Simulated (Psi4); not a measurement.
Job for Psi4: SAPT0/jun-cc-pV(D+d)Z on ClH3S (a complex), monomers drawn apart or pushed together.

```
memory 1800 MB

molecule dimer {
0 1
Cl    0.55359150    0.18615865   -0.62661449
H     0.47257478    0.34888677    0.66053861
--
0 1
S     0.13274163    0.52602729    4.94105052
H    -0.99842662   -0.19827119    4.91821804
H     0.90275928   -0.56539318    5.08439613
units angstrom
symmetry c1
no_reorient
no_com
}

set {
  basis jun-cc-pV(D+d)Z
  scf_type df
  freeze_core true
}

energy('sapt0')
```

It printed:

```
[...]
==> Input File <==

--------------------------------------------------------------------------
memory 1800 MB

molecule dimer {
0 1
Cl    0.55359150    0.18615865   -0.62661449
H     0.47257478    0.34888677    0.66053861
--
0 1
S     0.13274163    0.52602729    4.94105052
H    -0.99842662   -0.19827119    4.91821804
H     0.90275928   -0.56539318    5.08439613
units angstrom
symmetry c1
no_reorient
no_com
}

set {
  basis jun-cc-pV(D+d)Z
  scf_type df
  freeze_core true
}

energy('sapt0')
--------------------------------------------------------------------------


   => Loading Basis Set <=

    Name: JUN-CC-PV(D+D)Z
    Role: ORBITAL
    Keyword: BASIS
    atoms 1      entry CL         line   764 file jun-cc-pv_dpd_z.gbs
    atoms 2, 4-5 entry H          line    60 file jun-cc-pv_dpd_z.gbs
    atoms 3      entry S          line   698 file jun-cc-pv_dpd_z.gbs

   => Loading Basis Set <=

    Name: JUN-CC-PV(D+D)Z
    Role: ORBITAL
    Keyword: BASIS
    atoms 1      entry CL         line   764 file jun-cc-pv_dpd_z.gbs
    atoms 2, 4-5 entry H          line    60 file jun-cc-pv_dpd_z.gbs
    atoms 3      entry S          line   698 file jun-cc-pv_dpd_z.gbs


  //>>>>>>>>>>>>>>>>>>>>>>>>>>>>>>>>>>>//
  //              Dimer HF             //
  //<<<<<<<<<<<<<<<<<<<<<<<<<<<<<<<<<<<//

   => Libint2 <=

    Primary   basis highest AM E, G, H:  7, 6, 3
    Auxiliary basis highest AM E, G, H:  7, 7, 4
    Onebody   basis highest AM E, G, H:  -, -, -
    Solid Harmonics ordering:            Gaussian


   => Loading Basis Set <=

    Name: JUN-CC-PV(D+D)Z
    Role: ORBITAL
    Keyword: BASIS
    atoms 1      entry CL         line   764 file jun-cc-pv_dpd_z.gbs
    atoms 2, 4-5 entry H          line    60 file jun-cc-pv_dpd_z.gbs
    atoms 3      entry S          line   698 file jun-cc-pv_dpd_z.gbs


         ---------------------------------------------------------
                                   SCF
               by Justin Turney, Rob Parrish, Andy Simmonett
                          and Daniel G. A. Smith
                              RHF Reference
                        1 Threads,   1716 MiB Core
         ---------------------------------------------------------

  ==> Geometry <==

    Molecular point group: c1
    Full point group: C1

    Geometry (in Angstrom), charge = 0, multiplicity = 1:

       Center              X                  Y                   Z               Mass
    ------------   -----------------  -----------------  -----------------  -----------------
         CL           0.553591500000     0.186158650000    -0.626614490000    34.968852682000
         H            0.472574780000     0.348886770000     0.660538610000     1.007825032230
         S            0.132741630000     0.526027290000     4.941050520000    31.972071174400
         H           -0.998426620000    -0.198271190000     4.918218040000     1.007825032230
         H            0.902759280000    -0.565393180000     5.084396130000     1.007825032230

  Running in c1 symmetry.

  Rotational constants: A =      0.99052  B =      0.01975  C =      0.01944 [cm^-1]
  Rotational constants: A =  29695.05159  B =    591.95454  C =    582.69206 [MHz]
  Nuclear repulsion =   50.850083464936304

  Charge       = 0
  Multiplicity = 1
  Electrons    = 36
  Nalpha       = 18
  Nbeta        = 18

  ==> Algorithm <==

  SCF Algorithm Type is DF.
  DIIS enabled.
  MOM disabled.
  Fractional occupation disabled.
  Guess Type is SAD.
  Energy threshold   = 1.00e-08
  Density threshold  = 1.00e-08
  Integral threshold = 1.00e-12

  ==> Primary Basis <==

  Basis Set: JUN-CC-PV(D+D)Z
    Blend: JUN-CC-PV(D+D)Z
    Number of shells: 31
    Number of basis functions: 69
    Number of Cartesian functions: 73
    Spherical Harmonics?: true
    Max angular momentum: 2

   => Loading Basis Set <=

    Name: (JUN-CC-PV(D+D)Z AUX)
    Role: JKFIT
    Keyword: DF_BASIS_SCF
    atoms 1      entry CL         line   746 file jun-cc-pvdz-jkfit.gbs
    atoms 2, 4-5 entry H          line    70 file jun-cc-pvdz-jkfit.gbs
    atoms 3      entry S          line   666 file jun-cc-pvdz-jkfit.gbs

  ==> Integral Setup <==

  DFHelper Memory: AOs need 0.010 GiB; user supplied 1.257 GiB.
  SCF_SUBTYPE=INCORE selected. In-core MEM_DF algorithm will be used.
  Using in-core AOs.

  ==> MemDFJK: Density-Fitted J/K Matrices <==

    J tasked:                   Yes
    K tasked:                   Yes
    wK tasked:                   No
    OpenMP threads:               1
    Algorithm:                 Core
    Schwarz Cutoff:           1E-12
    Mask sparsity (%):      19.1556
    Fitting Condition:        1E-10

   => Auxiliary Basis Set <=

  Basis Set: (JUN-CC-PV(D+D)Z AUX)
    Blend: JUN-CC-PVDZ-JKFIT
    Number of shells: 105
    Number of basis functions: 311
    Number of Cartesian functions: 355
    Spherical Harmonics?: true
    Max angular momentum: 3

  Minimum eigenvalue in the overlap matrix is 2.4686688614E-02.
  Reciprocal condition number of the ov
[...]
    58A      5.033348    59A      5.159250    60A      7.880969
      61A     13.470100    62A     13.470100    63A     13.510496
      64A     13.510497    65A     13.663900    66A     23.865013
      67A     23.865252    68A     24.285195    69A    156.627698

    Final Occupation by Irrep:
              A
    DOCC [     9 ]
    NA   [     9 ]
    NB   [     9 ]

  @DF-RHF Final Energy:  -398.70096349936688

   => Energetics <=

    Nuclear Repulsion Energy =             12.8775539804034622
    One-Electron Energy =                -576.4458962848034389
    Two-Electron Energy =                 164.8673788050330700
    Total Energy =                       -398.7009634993668783

Computation Completed


Properties will be evaluated at   0.000000,   0.000000,   0.000000 [a0]

Properties computed using the SCF density matrix


 Multipole Moments:

 ------------------------------------------------------------------------------------
     Multipole            Electronic (a.u.)      Nuclear  (a.u.)        Total (a.u.)
 ------------------------------------------------------------------------------------

 L = 1.  Multiply by 2.5417464519 to convert [e a0] to [Debye]
 Dipole X            :         -3.9341949            3.8327401           -0.1014547
 Dipole Y            :        -14.9719753           14.4616437           -0.5103316
 Dipole Z            :       -168.2646369          168.2979174            0.0332805
 Magnitude           :                                                    0.5213818

 ------------------------------------------------------------------------------------

  Constructing Basis Sets for SAPT...

   => Loading Basis Set <=

    Name: (JUN-CC-PV(D+D)Z AUX)
    Role: RIFIT
    Keyword: DF_BASIS_SAPT
    atoms 1      entry CL         line   544 file jun-cc-pvdz-ri.gbs
    atoms 2, 4-5 entry H          line    30 file jun-cc-pvdz-ri.gbs
    atoms 3      entry S          line   488 file jun-cc-pvdz-ri.gbs

   => Loading Basis Set <=

    Name: (JUN-CC-PV(D+D)Z AUX)
    Role: JKFIT
    Keyword: DF_BASIS_ELST
    atoms 1      entry CL         line   746 file jun-cc-pvdz-jkfit.gbs
    atoms 2, 4-5 entry H          line    70 file jun-cc-pvdz-jkfit.gbs
    atoms 3      entry S          line   666 file jun-cc-pvdz-jkfit.gbs


  //>>>>>>>>>>>>>>>>>>>>>>>>>>>>>>>>>>>//
  //               SAPT0               //
  //<<<<<<<<<<<<<<<<<<<<<<<<<<<<<<<<<<<//



        SAPT0
    Ed Hohenstein
     6 June 2009

      Orbital Information
  --------------------------
    NSO        =        69
    NMO        =        69
    NRI        =       212
    NRI (Elst) =       311
    NOCC A     =         9
    NOCC B     =         9
    FOCC A     =         5
    FOCC B     =         5
    NVIR A     =        60
    NVIR B     =        60

    Elst10,r            =    -0.001004415390 [Eh]
    Exch10              =     0.000040482920 [Eh]
    Exch10 (S^2)        =     0.000040480255 [Eh]

    Maxiter = 50
    CPHF R converge = 1.000000E-08

    Iter     Energy [mEh]          dE [mEh]         Residual      Time [s]
       1      -0.00869647       0.008696473     7.524755e-04             0
       2      -0.00943171       0.000735239     3.274367e-04             0
       3      -0.01035706       0.000925346     3.366297e-05             0
       4      -0.01031999      -0.000037069     8.268081e-06             0
       5      -0.01031855      -0.000001443     1.569603e-06             0
       6      -0.01031982       0.000001274     3.091020e-07             0
       7      -0.01031961      -0.000000207     6.856373e-08             0
       8      -0.01031964       0.000000024     2.467960e-08             0
       9      -0.01031964       0.000000002     4.613610e-09             0

    CHF Iterations converged

    Maxiter = 50
    CPHF R converge = 1.000000E-08

    Iter     Energy [mEh]          dE [mEh]         Residual      Time [s]
       1      -0.04293950       0.042939505     1.351457e-03             0
       2      -0.05126805       0.008328548     7.522071e-04             0
       3      -0.05439229       0.003124237     5.827441e-05             0
       4      -0.05409832      -0.000293974     1.090045e-05             0
       5      -0.05411731       0.000018993     4.236052e-06             0
       6      -0.05411865       0.000001340     1.151266e-06             0
       7      -0.05411690      -0.000001750     1.743356e-07             0
       8      -0.05411708       0.000000177     2.407597e-08             0
       9      -0.05411706      -0.000000016     4.436746e-09             0

    CHF Iterations converged

    Ind20,r (A<-B)      =    -0.000010319638 [Eh]
    Ind20,r (B<-A)      =    -0.000054117060 [Eh]
    Ind20,r             =    -0.000064436698 [Eh]
    Exch-Ind20,r (A<-B) =     0.000000361783 [Eh]
    Exch-Ind20,r (B<-A) =     0.000010785756 [Eh]
    Exch-Ind20,r        =     0.000011147539 [Eh]
    Disp20              =    -0.000145824416 [Eh]
    Disp20 (SS)         =    -0.000072912208 [Eh]
    Disp20 (OS)         =    -0.000072912208 [Eh]
    Exch-Disp20         =     0.000002795924 [Eh]
    Exch-Disp20 (SS)    =     0.000001501144 [Eh]
    Exch-Disp20 (OS)    =     0.000001294780 [Eh]

    SAPT Results
  --------------------------------------------------------------------------------------------------------
    Electrostatics                 -1.00441539 [mEh]      -0.63028017 [kcal/mol]      -2.63709224 [kJ/mol]
      Elst10,r                     -1.00441539 [mEh]      -0.63028017 [kcal/mol]      -2.63709224 [kJ/mol]

    Exchange                        0.04048292 [mEh]       0.02540342 [kcal/mol]       0.10628789 [kJ/mol]
      Exch10                        0.04048292 [mEh]       0.02540342 [kcal/mol]       0.10628789 [kJ/mol]
      Exch10(S^2)                   0.04048025 [mEh]       0.02540174 [kcal/mol]       0.10628089 [kJ/mol]

    Induction                      -0.06329073 [mEh]      -0.03971554 [kcal/mol]      -0.16616980 [kJ/mol]
      Ind20,r                      -0.06443670 [mEh]      -0.04043464 [kcal/mol]      -0.16917853 [kJ/mol]
      Exch-Ind20,r                  0.01114754 [mEh]       0.00699519 [kcal/mol]       0.02926786 [kJ/mol]
      delta HF,r (2)               -0.01000158 [mEh]      -0.00627608 [kcal/mol]      -0.02625913 [kJ/mol]

    Dispersion                     -0.14302849 [mEh]      -0.08975173 [kcal/mol]      -0.37552126 [kJ/mol]
      Disp20                       -0.14582442 [mEh]      -0.09150620 [kcal/mol]      -0.38286195 [kJ/mol]
      Exch-Disp20                   0.00279592 [mEh]       0.00175447 [kcal/mol]       0.00734070 [kJ/mol]
      Disp20 (SS)                  -0.07291221 [mEh]      -0.04575310 [kcal/mol]      -0.19143098 [kJ/mol]
      Disp20 (OS)                  -0.07291221 [mEh]      -0.04575310 [kcal/mol]      -0.19143098 [kJ/mol]
      Exch-Disp20 (SS)              0.00150114 [mEh]       0.00094198 [kcal/mol]       0.00394125 [kJ/mol]
      Exch-Disp20 (OS)              0.00129478 [mEh]       0.00081249 [kcal/mol]       0.00339944 [kJ/mol]

  Total HF                         -1.02722320 [mEh]      -0.64459229 [kcal/mol]      -2.69697415 [kJ/mol]
  Total SAPT0                      -1.17025170 [mEh]      -0.73434403 [kcal/mol]      -3.07249541 [kJ/mol]

  Special recipe for scaled SAPT0 (see Manual):
    Electrostatics sSAPT0          -1.00441539 [mEh]      -0.63028017 [kcal/mol]      -2.63709224 [kJ/mol]
    Exchange sSAPT0                 0.04048292 [mEh]       0.02540342 [kcal/mol]       0.10628789 [kJ/mol]
    Induction sSAPT0               -0.06328853 [mEh]      -0.03971415 [kcal/mol]      -0.16616402 [kJ/mol]
    Dispersion sSAPT0              -0.14302794 [mEh]      -0.08975139 [kcal/mol]      -0.37551981 [kJ/mol]
  Total sSAPT0                     -1.17024894 [mEh]      -0.73434230 [kcal/mol]      -3.07248818 [kJ/mol]
  --------------------------------------------------------------------------------------------------------



*** Psi4 exiting successfully. Buy a developer a beer!
```

The run finished.

Cost: very roughly 8 core-seconds.
